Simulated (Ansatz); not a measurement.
Dissociation curve of trisilylamine, SMILES [SiH3]N([SiH3])[SiH3]. The Si1–H13 bond (Si1 also carries H, H, N; H13 carries nothing else) is varied alone, starting from the PBE0/def2-SVP optimised geometry.

Computed with Ansatz (a program for electronic structure) with unrestricted PBE0/def2-SVP.

Q: Relative to R = 1.49 Å, what are the energies at R = 1.21, 1.69, 2.78, 4.33 Å?

A: 25.7 kcal/mol at 1.21 Å, 6.1 kcal/mol at 1.69 Å, 78.5 kcal/mol at 2.78 Å, 91.5 kcal/mol at 4.33 Å.

The unrestricted determinant behind UKS-PBE0 is spin-contaminated at 2.78 to 4.33 Å (<S²> up to 1.0, against 0.00 for a pure singlet).
